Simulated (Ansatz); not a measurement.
CH$_{5}$FGe (`F[CH2][GeH3]`) at its PBE0-D4/def2-TZVP geometry, where that method's forces vanish. Total charge 0; spin multiplicity 1.

```xyz
8

F     1.2199    1.2177   -0.9443
C     0.8524    0.5251    0.1988
Ge   -0.7962   -0.5119   -0.1290
H     0.6997    1.2483    1.0047
H     1.6760   -0.1375    0.4789
H    -0.5548   -1.5204   -1.2609
H    -1.1596   -1.2618    1.1644
H    -1.9374    0.4405   -0.5125
```

Question: What forces (eV/Å) does ωB97M-V/def2-TZVPP give on these atoms in Ansatz? (Best estimate.)

Answer: Computed: 
```
F1   0.058  0.134 -0.244
C2  -0.075 -0.180  0.336
Ge3 -0.049 -0.025 -0.025
H4   0.028 -0.071 -0.070
H5  -0.072  0.072 -0.016
H6  -0.014  0.080  0.085
H7   0.033  0.060 -0.094
H8   0.091 -0.069  0.029
```
